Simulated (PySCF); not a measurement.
**Ionisation energy of V⁺ by level of theory**

V⁺ [Ar] 3d4 (5D) → V²⁺ [Ar] 3d3 (4F), as a difference of total energies. All numbers are calculated (PySCF 2.14, the non-relativistic Hamiltonian (point nucleus), in def2-TZVPPD). Correlated levels: valence: [Ar] frozen; valence and next inner shell: [Ne] frozen. The calculations carry no spin-orbit coupling.

```
                                method  ionisation energy (eV)  plus first-order spin-orbit estimate  difference from reference of that sum (eV)
                                   UHF                  13.283                                13.266                                      -1.368
                                   LDA                  15.813                                15.797                                      +1.163
                                   PBE                  15.420                                15.403                                      +0.769
                                  PBE0                  15.081                                15.065                                      +0.431
                               r2SCAN0                  14.757                                14.740                                      +0.106
                               r2SCANh                  14.858                                14.841                                      +0.207
                                 HSE06                  15.085                                15.069                                      +0.435
                                  TPSS                  15.065                                15.049                                      +0.415
                         MP2 (valence)                  14.024                                14.008                                      -0.626
                     SCS-MP2 (valence)                  13.530                                13.513                                      -1.121
    MP2 (valence and next inner shell)                  14.804                                14.788                                      +0.154
SCS-MP2 (valence and next inner shell)                  14.254                                14.237                                      -0.397
```

Reference: 14.634 ± 0.007 eV (measured; NIST Atomic Spectra Database, ionization energies).

A first-order spin-orbit estimate (lowest level to lowest level, LS coupling) adds -0.017 eV.

These non-relativistic numbers lack the scalar-relativistic shift.

Errors of the correlated levels include the incompleteness of this basis and the frozen core.
